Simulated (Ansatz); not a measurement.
Cost and result for the atomization energy of CH$_{5}$NSSi, SMILES `C1N[SiH2]S1` (9 atoms, 9 bonds).

Cartesian coordinates in Å:
```
C 0.860 -0.778 -0.345
N 0.557 0.350 0.517
Si -1.059 0.691 0.055
S -0.667 -0.829 -1.391
H 0.967 -1.727 0.187
H 1.732 -0.617 -0.986
H 1.065 0.456 1.378
H -2.127 0.398 1.054
H -1.329 2.056 -0.470
```

Total charge 0; spin multiplicity 1. The geometry is a stationary point of PBE0-D4/def2-TZVP. Program: Ansatz. All runs use 2 threads of an Arm Neoverse V2 on a shared host. Times are those of one run each, without the atoms' runs, and a repeat can differ threefold. Electronic energies, without spin–orbit coupling; frozen cores. CCSD(T)/CBS adds CCSD(T) − MP2 in def2-TZVPP to the MP2 limit, and its time is that of the two runs behind it. T1 = 0.011. B3LYP takes the VWN-RPA correlation (the form of Gaussian; ORCA's B3LYP/G). HSE06 is the plane-wave form, built on full-range PBE exchange.

CCSD(T)/CBS is a level of theory with its own doubt, some kJ/mol a heavy atom from the limit and from the frozen cores, so smaller differences don't rank the functionals.

```
                             level  functions  wall time  atomization (kJ/mol)  difference from CCSD(T)/CBS  per bond
                  CCSD(T)/def2-SVP         89      2.2 s                2868.0                       -247.2     -27.5
                PBE0-D4/def2-TZVPP        216      3.2 s                3122.0                          6.8       0.8
               BHLYP-D4/def2-TZVPP        216      3.4 s                3024.5                        -90.7     -10.1
               HSE06-D4/def2-TZVPP        216      3.5 s                3124.3                          9.1       1.0
 B3LYP-D4/def2-TZVPP (with forces)        216      4.9 s                3110.3                         -4.9      -0.5
                 B2PLYP/def2-TZVPP        216      5.5 s                3069.4                        -45.8      -5.1
r2SCAN-D4/def2-TZVPP (with forces)        216        6 s                3111.5                         -3.7      -0.4
                ωB97X-V/def2-TZVPP        216      9.5 s                3144.1                         28.9       3.2
                 B97M-V/def2-TZVPP        216       11 s                3129.9                         14.7       1.6
  ωB97M-V/def2-TZVPP (with forces)        216       13 s                3136.5                         21.3       2.4
                    MP2/def2-QZVPP        404       19 s                3117.8                          2.6       0.3
                CCSD(T)/def2-TZVPP        216       65 s                3011.9                       -103.3     -11.5
                 CCSD(T)/CBS(def2)          –       84 s                3115.2                          0.0       0.0
```

At CCSD(T), def2-SVP lies −247.2 kJ/mol from the extrapolated value and def2-TZVPP −103.3 kJ/mol: correlation converges slowly with the basis, and small sets miss more of it in the bonded molecule than in its fragments. Leaving LDA and LC-ωPBE aside and taking each functional with its dispersion term where it has one, the values, not all of them listed here, spread over 148.1 kJ/mol, from BHLYP-D4 to PBE-D4. LDA lies +426.1 kJ/mol from PBE without D4, its usual overbinding. In def2-TZVPP, CCSD(T) changes the Hartree–Fock value by +837.4 kJ/mol (the triples alone add +52.2 kJ/mol) and MP2 by +881.9 kJ/mol; breaking electron pairs costs correlation energy, which Hartree–Fock lacks.
